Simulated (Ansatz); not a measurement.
Basis sets compared for the cluster Zr₃O₆ (the lowest singlet isomer of a short search). Total charge 0; singlet. Geometry PBE-D4/def2-SVP. Ansatz on 4 threads of Arm Neoverse V1 on a shared host; times are rough, and most runs start from earlier orbitals.

```xyz
9

Zr    0.082    2.028    0.546
Zr    0.670   -0.224   -1.529
Zr   -0.918   -0.871    1.111
O     0.047    1.844   -1.325
O    -0.843   -1.964    2.515
O    -0.622   -1.556   -0.756
O    -1.480    1.221    1.214
O     0.937    0.276    0.631
O     2.126   -0.755   -2.407
```

In the def2 sets Zr takes a core potential; there is no spin–orbit coupling. The structure comes from a short search, and lower isomers may exist.

Binding counts from free atoms (Zr triplet, O triplet) in the same basis, without a counterpoise term.

```
           level  functions  energy (Eh)  HOMO (eV)  LUMO (eV)  binding per atom (eV)  wall time
 PBE-D4/def2-SVP        177    -592.3106      -5.66      -4.09                      –        4 s
PBE0-D4/def2-SVP        177    -592.1703      -7.13      -3.58                   6.08      5.5 s
```

**Question.** Estimate the rows for PBE-D4/def2-TZVP, PBE0-D4/def2-TZVP (with forces).

**Answer.** 
```json
{"level": "PBE-D4/def2-TZVP", "functions": "306", "energy (Eh)": "-592.8740", "HOMO (eV)": "-5.72", "LUMO (eV)": "-4.12", "binding per atom (eV)": "–", "wall time": "6 s"}
{"level": "PBE0-D4/def2-TZVP (with forces)", "functions": "306", "energy (Eh)": "-592.7351", "HOMO (eV)": "-7.15", "LUMO (eV)": "-3.58", "binding per atom (eV)": "5.98", "wall time": "18 s"}
```
